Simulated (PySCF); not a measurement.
**Static response to an electric field**

Compound: C₅H₁₅B₂NO₂.
Numbering: `[CH3:1][N+:2]1([CH3:3])[BH2-:4][CH2:5][CH2:6][C@H:7]1[B:8]([OH:9])[OH:10]` (hydrogens: H11, H12, H13 on C1; H14, H15, H16 on C3; H17, H18 on B4; H19, H20 on C5; H21, H22 on C6; H23 on C7; H24 on O9; H25 on O10)

Structure used (PBE0-D3(BJ)/def2-SVP), in Å, numbered top down from 1:
```
atom  x, y, z in Å
C1    -1.108   -0.707    1.116
N2    -0.728   -0.266   -0.237
C3    -1.152   -1.270   -1.222
B4    -1.405    1.206   -0.558
C5    -0.386    2.193    0.241
C6     0.919    1.387    0.408
C7     0.733    0.043   -0.320
B8     1.756   -1.093    0.116
O9     3.037   -0.781    0.457
O10    1.392   -2.403    0.137
H11   -2.194   -0.856    1.142
H12   -0.593   -1.643    1.377
H13   -0.856    0.076    1.841
H14   -0.704   -2.249   -1.001
H15   -0.851   -0.932   -2.221
H16   -2.247   -1.338   -1.198
H17   -2.573    1.158   -0.186
H18   -1.312    1.316   -1.780
H19   -0.760    2.512    1.228
H20   -0.208    3.117   -0.329
H21    1.798    1.907   -0.010
H22    1.151    1.213    1.474
H23    0.905    0.229   -1.396
H24    3.208    0.165    0.462
H25    2.124   -2.968    0.413
```

Level: CAM-B3LYP/def2-SVPD (PySCF), static field, nuclei fixed, core orbitals frozen in the response. The polarisability tensor in these axes (au):

```
x   106.91  -2.27   4.10
y    -2.27 106.55   0.82
z     4.10   0.82  90.57
```

Problem. Give the principal values, the mean and the anisotropy Δα = √{½[(α1 − α2)² + (α2 − α3)² + (α1 − α3)²]}.

Solution. Principal values 89.50, 105.16 and 109.37 au; mean 101.34 au = 15.02 Å³ = 16.71 × 10⁻⁴⁰ C²·m²/J; Δα = 18.14 au (18 % of the mean).

Problem. What is the dipole moment, and where does it point?

Solution. (2.82, -2.88, 1.16) D, 4.20 D in size, pointing from the negative to the positive side. Measured along this direction, the outermost atoms are H17 at the negative end and H25 at the positive end.

Problem. Rayleigh depolarisation ratio (linearly polarised light, static tensor)?

Solution. ρ = 3Δα²/(45ᾱ² + 4Δα²) = 987.3/(462179 + 1316.4) = 0.00213.

Problem. Directions of the eigenvectors, and the extent of the frame along each?

Solution. Largest value along (0.79, -0.59, 0.15), where the nuclei span 6.25 Å; middle along (0.56, 0.80, 0.20), 5.12 Å; least along (-0.24, -0.08, 0.97), 3.85 Å. The response follows the extents in order.

Problem. Molar refractivity from α?

Solution. Lorentz–Lorenz: R = (4π/3)N_A α = 2.5225 cm³/(mol·Å³) × 15.02 Å³ = 37.9 cm³/mol, in the limit of long wavelengths.

Problem. In a dilute gas of rigid molecules at 250 K, how does the orientational term μ²/3kT compare with the electronic polarisability?

Solution. In Gaussian units μ²/3kT = 170.09 Å³ against 15.02 Å³, a ratio of 11.33; the Debye molar polarisation (4π/3)N_A(α + μ²/3kT) is 467.0 cm³/mol, leaving out the vibrational part.

The structure is a single PBE0-D3(BJ)/def2-SVP conformer in the gas phase; no vibrational or solvent corrections.
